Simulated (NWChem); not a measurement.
System: AgH2OBr; SMILES [OH2]->[Ag][Br]

```xyz
5

Ag    -0.0065    -0.6607     0.0000
Br     0.0027     1.7415     0.0000
O      0.0064    -2.8772     0.0000
H      0.0801    -3.4415     0.7764
H      0.0801    -3.4415    -0.7764
```
Atoms are numbered in this order, from 1.

Coordinates come from a PBE0/def2-SVP optimisation. No frequency run checked for a minimum. B3LYP is NWChem's, with the RPA form of VWN correlation. def2 effective core potentials on Ag; no spin-orbit coupling.

Symmetry labels are those of Cs in the frame above (b1 and b2, or b-type labels, depend on it).

Task: List the 4 lowest vertical singlet excitations from B3LYP/def2-SVPD with def2 effective core potentials on Ag, TDA (NWChem).

Result: 
```tsv
state	energy (eV)	oscillator strength	symmetry	leading excitation (squared amplitude)
S1	3.53	0.007	a'	HOMO → LUMO (0.98)
S2	3.56	0.008	a"	HOMO−1 → LUMO (0.98)
S3	4.41	0.078	a'	HOMO−2 → LUMO (0.93)
S4	5.34	0.020	a'	HOMO → LUMO+1 (0.97)
```
